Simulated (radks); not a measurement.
Problem. These are the eigenvalues of the occupied orbitals of an atom or ion with whole-number occupations (Ry). Method: scalar-relativistic Kohn-Sham, PBE, spin-polarised, spherical densities, point nucleus; computed with a radial shooting solver on a logarithmic mesh with Libxc functionals.

| orbital | eigenvalue |
|---|---|
| 1s up | -5883.838 |
| 1s down | -5883.833 |
| 2s up | -1131.900 |
| 2s down | -1131.552 |
| 2p up | -996.6972 |
| 2p down | -996.4125 |
| 3s up | -354.2197 |
| 3s down | -354.0001 |
| 3p up | -314.7588 |
| 3p down | -314.5196 |
| 3d up | -272.8293 |
| 3d down | -272.5030 |
| 4s up | -154.9123 |
| 4s down | -153.9846 |
| 4p up | -140.5332 |
| 4p down | -139.6139 |
| 4d up | -124.1443 |
| 5f up | -64.69359 |

Which element is it, and in what charge state? The configuration may be excited. Open shells, if any, are filled with parallel spins first.

Solution. Z = 78, platinum, charge +37: Pt37+ in [Kr] 4d4 5f1. The list shows which subshells hold electrons but not how many an open one holds; the 1s level, -2941.9 hartree, gives Z - s = 76.7 by -(Z - s)^2/2, which with screening and relativity narrows Z to a few neighbours, and the depths of the outer levels then fix element, charge and occupations together.
